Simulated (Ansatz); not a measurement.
The same hydrolysis along the group B, Al, Ga, In.

Computed with Ansatz on PBE0-D4/def2-TZVP structures; ΔE is electronic, products minus reactants. CBS: MP2 limit from def2 TZ/QZ plus the TZ coupled-cluster correction, frozen cores. This one scheme is used for every species. def2 core potentials past Kr. For Br, In outer-core shells are correlated without core-valence functions, which leaves a few kJ/mol of doubt a bond. Scalar relativity is left out up to krypton. One conformer a species, not always the lowest.

**Question.** Order these by ΔE at CCSD(T)/CBS, lowest first. (An estimate is asked.)
A. `[F][Al]([Br])[Br]` + H₂O → `[OH][Al]([Br])[Br]` + H–F
B. `FB(Br)Br` + H₂O → `OB(Br)Br` + H–F
C. `[F][In]([Br])[Br]` + H₂O → `[OH][In]([Br])[Br]` + H–F

**Answer.** B (-1.9 kJ/mol), C (+21.3 kJ/mol), A (+41.7 kJ/mol).

Largest T1 diagnostic: 0.012, for `[OH][In]([Br])[Br]`.
